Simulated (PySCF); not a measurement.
C4H6ClF, SMILES C(/C)(=C(\Cl)C)F. Heavy atoms are numbered as in [CH3:1]/[C:2]([F:3])=[C:4](\[CH3:5])[Cl:6]. Hydrogens are named by the atom that carries them.

Coordinates come from a B3LYP-D3(BJ)/def2-SVP optimisation.

The numbers are results of PBE/def2-TZVP in PySCF, not measurements.

ESP charges are fitted to the potential on shells at 1.4 to 2.0 van der Waals radii. Atomic charges (e), one atom of each kind:

| atom | Mulliken | ESP fit |
|---|---|---|
| C1 (CH3) | -0.36 | -0.47 |
| C2 | 0.16 | 0.37 |
| F3 | ? | -0.20 |
| C4 | ? | -0.07 |
| C5 (CH3) | -0.34 | -0.52 |
| Cl6 | ? | -0.08 |
| H on C1 | 0.14 | 0.15 |
| H on C5 | ? | 0.18 |

Complete the blanks. (Estimate from the structure and the level; the computed values follow.)


- F3, Mulliken: -0.15
- C4, Mulliken: 0.04
- Cl6, Mulliken: -0.11
- H on C5, Mulliken: 0.14

Computed Mayer and Wiberg (Löwdin basis) orders of the bonds:
| bond | Mayer | Wiberg |
|---|---|---|
| C1–C2 | 1.03 | 1.28 |
| C2–F3 | 1.11 | 1.71 |
| C2–C4 | 1.75 | 1.86 |
| C4–C5 | 0.96 | 1.30 |
| C4–Cl6 | 1.04 | 1.62 |
